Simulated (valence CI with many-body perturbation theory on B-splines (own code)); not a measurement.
E1 line list for Sn16+

Level of theory: configuration interaction combined with many-body perturbation theory (CI+MBPT): six valence electrons over a frozen Dirac-Fock core [Ar] 3d10, a basis of 9 s, 9 p, 8 d, 6 f, 3 g, 1 h functions for each j, with the one-electron correlation potential Σ1, the two-electron term Σ2, the three-electron term Σ3, Breit, model QED; selected CI, second order for the rest, scaled by the run's own slope (own B-spline code, finite nucleus).

No measured levels were compared; by estimate levels hold to about 250 cm⁻¹ or 0.2 % of their energy and the worst to 1 %, as in measured heavy ions of charge 2 to 7; those with d or f electrons hold less well. Among the levels kept, up to 1100 cm⁻¹ of a level comes from second order outside the variational space, and about a tenth of that is noise between levels of different J, which matters for small intervals.

Lines 51 to 85 of 85 in falling wavelength, among levels below 769890 cm⁻¹, chosen from the strongest by gf and those to the six lowest levels. Wavelengths and rates use the calculated energies, so an error of 1000 cm⁻¹ moves a line at 16.27 nm by 0.16 % and its rate by three times that or more. Electric multipoles are in the length gauge, E1 and E2 with the static RPA response of the core. Weak lines are less certain than strong ones. Lines between different terms over intervals too small for the method are left out, as are lines whose strength nearly cancels. The highest levels of a list are the least certain.

Names give the largest LS component (configuration and term), which can be under half, so a name can repeat, a term be missing and a line seem to break the LS rules; names also repeat where a configuration has a term twice. Letters in brackets count levels of one name in rising energy.

| λ vac (nm) | Upper | Lower | A (s⁻¹) | log gf | Branch % |
| --- | --- | --- | --- | --- | --- |
| 16.27 | 4s2 4p3 4d 3F°_2 [c] | 4s2 4p4 1D_2 | 1.52e+09 | -1.52 | 1.6 |
| 16.21 | 4s2 4p3 4d 3F°_3 [b] | 4s2 4p4 1D_2 | 6.65e+09 | -0.74 | 44.8 |
| 16.21 | 4s2 4p3 4d 3P°_0 | 4s2 4p4 3P_1 | 1.93e+10 | -1.12 | 100.0 |
| 16.19 | 4s2 4p3 4d 3D°_1 [b] | 4s2 4p4 3P_0 | 2.22e+10 | -0.58 | 76.5 |
| 16.10 | 4s2 4p3 4d 3D°_1 [a] | 4s2 4p4 3P_2 | 2.28e+09 | -1.57 | 61.6 |
| 16.04 | 4s2 4p3 4d 3F°_2 [a] | 4s2 4p4 3P_2 | 2.50e+09 | -1.32 | 96.3 |
| 16.00 | 4s2 4p3 4d 3D°_3 [b] | 4s2 4p4 1D_2 | 1.17e+10 | -0.50 | 21.4 |
| 15.96 | 4s2 4p3 4d 3D°_2 | 4s2 4p4 3P_1 | 2.55e+09 | -1.31 | 44.9 |
| 15.83 | 4s2 4p3 4d 3P°_2 [a] | 4s2 4p4 1D_2 | 2.94e+10 | -0.26 | 12.2 |
| 15.83 | 4s2 4p3 4d 3F°_3 [a] | 4s2 4p4 3P_2 | 3.83e+09 | -1.00 | 96.3 |
| 15.79 | 4s2 4p3 4d 3P°_1 [b] | 4s2 4p4 1D_2 | 1.15e+10 | -0.89 | 4.3 |
| 15.74 | 4s2 4p3 4d 3F°_2 [c] | 4s2 4p4 3P_1 | 2.69e+10 | -0.30 | 27.8 |
| 15.68 | 4s2 4p3 4d 3D°_3 [a] | 4s2 4p4 3P_2 | 3.20e+09 | -1.08 | 97.2 |
| 15.47 | 4s2 4p3 4d 3S°_1 | 4s2 4p4 1D_2 | 1.30e+11 | 0.15 | 53.6 |
| 15.38 | 4s2 4p3 4d 3D°_1 [b] | 4s2 4p4 3P_2 | 2.00e+09 | -1.67 | 6.9 |
| 15.35 | 4s2 4p3 4d 3D°_3 [c] | 4s2 4p4 1D_2 | 2.40e+09 | -1.23 | 0.7 |
| 15.33 | 4s2 4p3 4d 3P°_2 [a] | 4s2 4p4 3P_1 | 2.18e+09 | -1.42 | 0.9 |
| 15.32 | 4s2 4p3 4d 3P°_1 [a] | 4s2 4p4 3P_0 | 1.06e+08 | -2.95 | 0.2 |
| 15.30 | 4s2 4p3 4d 3P°_1 [b] | 4s2 4p4 3P_1 | 2.40e+10 | -0.60 | 8.9 |
| 15.00 | 4s2 4p3 4d 3P°_2 [b] | 4s2 4p4 1D_2 | 3.85e+09 | -1.19 | 9.2 |
| 14.99 | 4s2 4p3 4d 3S°_1 | 4s2 4p4 3P_1 | 2.21e+10 | -0.65 | 9.1 |
| 14.82 | 4s2 4p3 4d 3F°_2 [b] | 4s2 4p4 3P_2 | 9.76e+09 | -0.79 | 84.8 |
| 14.60 | 4s2 4p3 4d 3P°_1 [a] | 4s2 4p4 3P_2 | 4.38e+10 | -0.38 | 65.8 |
| 14.55 | 4s2 4p3 4d 3P°_2 [b] | 4s2 4p4 3P_1 | 5.71e+09 | -1.04 | 13.7 |
| 14.39 | 4s2 4p3 4d 3P°_1 [b] | 4s2 4p4 3P_0 | 3.44e+10 | -0.49 | 12.8 |
| 14.29 | 4s2 4p3 4d 3D°_2 | 4s2 4p4 3P_2 | 3.11e+09 | -1.32 | 54.9 |
| 14.12 | 4s2 4p3 4d 3S°_1 | 4s2 4p4 3P_0 | 3.03e+10 | -0.57 | 12.5 |
| 14.11 | 4s2 4p3 4d 3F°_2 [c] | 4s2 4p4 3P_2 | 6.82e+10 | 0.01 | 70.6 |
| 14.07 | 4s2 4p3 4d 3F°_3 [b] | 4s2 4p4 3P_2 | 8.20e+09 | -0.77 | 55.2 |
| 13.91 | 4s2 4p3 4d 3D°_3 [b] | 4s2 4p4 3P_2 | 4.30e+10 | -0.06 | 78.6 |
| 13.78 | 4s2 4p3 4d 3P°_2 [a] | 4s2 4p4 3P_2 | 2.09e+11 | 0.47 | 86.9 |
| 13.75 | 4s2 4p3 4d 3P°_1 [b] | 4s2 4p4 3P_2 | 1.99e+11 | 0.23 | 74.0 |
| 13.51 | 4s2 4p3 4d 3S°_1 | 4s2 4p4 3P_2 | 5.90e+10 | -0.32 | 24.3 |
| 13.41 | 4s2 4p3 4d 3D°_3 [c] | 4s2 4p4 3P_2 | 3.54e+11 | 0.82 | 99.3 |
| 13.15 | 4s2 4p3 4d 3P°_2 [b] | 4s2 4p4 3P_2 | 3.22e+10 | -0.38 | 77.1 |

Problem. How does gf follow from A for the line at 13.15 nm?

Solution. gf = 1.4992 × (2J+1)_upper × A / σ², with σ = 760578 cm⁻¹ and 2J+1 = 5: gf = 0.418.
